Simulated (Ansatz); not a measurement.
```yaml
crystal:
  periodic: [false, false, false]
  atoms:
    - {symbol: In, position_ang: [-0.033841, -0.057008, 0.000195]}
    - {symbol: Cl, position_ang: [2.283292, -0.148272, 0.013999]}
    - {symbol: Cl, position_ang: [-1.223616, 1.933415, -0.016488]}
    - {symbol: F, position_ang: [-1.025835, -1.728135, 0.002293]}
basis:
  gaussian: {orbitals: def2-TZVP}
hamiltonian: {xc: {name: PBE0}, dispersion: d3bjatm}
scf: {omitted_lower_state_checks: [starts]}
```

```sh
$ ansatz run in.yaml --threads 4 --pin off --events-out ev --progress --plain --max-ram 3916MiB
```

It prints (some lines left out):

```
Functional definition: PBE0
1173 factors; their error is unknown
mean field evaluation 1: about -32927.0403 eV, gradient 4.6e1 eV
mean field evaluation 2: about -32912.5102 eV, gradient 1.1e2 eV
mean field evaluation 4: about -32930.6210 eV, gradient 4.7e0 eV
mean field evaluation 8: about -32930.7893 eV, gradient 2.0e-1 eV
mean field evaluation 16: about -32930.7893 eV, gradient 2.2e-5 eV
mean field -32930.78930388 eV, -1210.1841856270 hartree, gradient 2.2e-5 eV, S^2 0.000000; 0 other end points of the search recorded, 0 dependent functions left out
reference -32930.78934522 eV, -1210.1841871463 hartree; 32, 32 occupied and 123, 123 virtual orbitals, 1173 factors
Total energy: -32930.87396950 eV, -1210.1872970310 hartree
Checks for a lower state left out: starts
```

Hardware: 4 threads of Intel Xeon on a shared host. Wall time 1.6 s.

In the def2 sets In takes a core potential; there is no spin–orbit coupling.
